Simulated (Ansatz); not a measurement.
Wavefunction ladder for `B[Si](Cl)(Cl)Cl`

```xyz
7

B     0.4610   -0.8248    0.8602
Si   -0.2600    0.4127   -0.5321
Cl    0.9766    0.6701   -2.1353
Cl   -0.4350    2.1974    0.4610
Cl   -2.0935   -0.1234   -1.2507
H     1.6387   -0.9171    1.0209
H    -0.2878   -1.4148    1.5761
```

Total charge 0; spin multiplicity 1. The geometry is a stationary point of PBE0-D4/def2-TZVP. Frozen core, restricted reference, Ansatz 0.2.0. CBS rows extrapolate triple and quadruple zeta; past MP2 they add the triple-zeta difference.

| basis | HF (Eh) | MP2 corr. | CCSD corr. | (T) | CCSD(T) total |
| --- | --- | --- | --- | --- | --- |
| def2-SVP | -1692.86087 | -0.56281 | -0.61931 | -0.01450 | -1693.49468 |
| def2-TZVPP | -1693.47161 | -0.77305 | -0.83798 | -0.03611 | -1694.34570 |
| def2-QZVPP | -1693.51970 | -0.84880 | – | – | – |
| CBS(def2) | -1693.52632 | -0.90491 | -0.96984 | as TZ | -1694.53227 |
